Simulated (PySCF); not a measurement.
A made-up structure of BH3S2O, closed shell:

O1  (-0.676, 1.511, -0.108)
B2  (-0.134, 0.626, 0.295)
S3  (-0.575, -0.822, -0.643)
S4  (0.463, -1.808, 0.471)
H5  (-1.293, 1.319, -0.901)
H6  (0.635, 0.799, 1.273)
H7  (1.580, -1.625, -0.387)
(Å)

It is relaxed with PBE-D4/def2-SVP and then PBE0-D4/def2-TZVP (PySCF 2.14 with density fitting (its default auxiliary sets; JK sets also for MP2 and CCSD(T))). Atoms count as bonded within 1.22 times the sum of their covalent radii (H–H: 0.88 Å). The end point is not checked to be a true minimum.

Question: Does its bonding change? (Judge from chemistry; the calculation decides.)

Answer: The calculation gives: No: no bond forms or breaks.

Where it ends: The first stage lowers the energy by 4.45 eV in 13 steps. It ends as BH₃S₂O ([OH][BH][S][SH]):
O1  (-0.857, 1.848, 0.004)
B2  (-0.195, 0.712, 0.312)
S3  (-0.505, -0.816, -0.628)
S4  (0.691, -2.199, 0.319)
H5  (-1.481, 1.782, -0.725)
H6  (0.592, 0.719, 1.206)
H7  (1.757, -2.091, -0.494)
(Å)

Labels in which every atom is bracketed show which atoms are joined, not bond orders.

For scale, one of the runs: PBE0-D4/def2-TZVP relaxation, 154 basis functions, launched by `OMP_NUM_THREADS=2 python run.py`. Hardware: 2 CPU threads of an AMD EPYC 9B45, shared host. Wall time 30 s; peak host memory 1.5 GiB.
